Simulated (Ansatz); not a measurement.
Reaction (ligand exchange at the Sn–Br bond): `[F][Sn]([F])([Cl])[Br]` + HI → `[F][Sn]([F])([Cl])[I]` + HBr

Computed with Ansatz on PBE0-D4/def2-TZVP structures; ΔE is electronic, products minus reactants. CBS: MP2 limit from def2 TZ/QZ plus the TZ coupled-cluster correction, frozen cores. DFT in def2-TZVPP. Elements past krypton have def2 core potentials. For Br, I, Sn outer-core shells are correlated without core-valence functions, which leaves a few kJ/mol of doubt a bond. Scalar relativity is left out up to krypton.

```
 level  ΔE (kcal/mol)
B2PLYP           -2.9
r2SCAN           -2.9
```

(1) What does CCSD(T)/CBS give? (Best estimate.)

Largest T1 diagnostic among the species: 0.012.

Results:

(1) The calculation gave: -3.6 kcal/mol. The listed levels differ from it by 0.7, 0.7 kcal/mol.

At CCSD(T), def2-SVP lies +0.8 kcal/mol from the extrapolated value and def2-TZVPP +1.4 kcal/mol. In def2-TZVPP, CCSD(T) changes the Hartree–Fock value by −0.7 kcal/mol (the triples alone add −0.2 kcal/mol) and MP2 by −1.9 kcal/mol.
